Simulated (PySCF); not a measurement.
C2H7FSi3, SMILES F[SiH2][Si@H]1C=C[SiH2]1. Geometry: PBE0-D3(BJ)/def2-SVP. The structure was generated by enumeration; whether it is a known compound was not checked. The values are those of a single conformer.

Computed equilibrium geometry at PBE0-D3(BJ)/def2-SVP (PySCF confirms it by a frequency run) as a Z-matrix (one conformer of several):
```
Si
H 1 1.4968
C 1 1.8964 2 117.12
C 3 1.3559 1 105.22 2 -122.25
H 4 1.0984 3 123.26 1 -176.40
H 3 1.0985 4 123.39 5 1.03
Si 4 1.8901 5 131.86 3 178.69
H 7 1.4952 4 114.46 5 -67.64
H 7 1.4961 8 108.44 4 -131.89
Si 1 2.3406 2 111.45 3 129.14
F 10 1.6338 1 109.61 2 58.86
H 10 1.4932 11 108.17 1 -119.34
H 10 1.4943 12 109.08 11 116.61
```
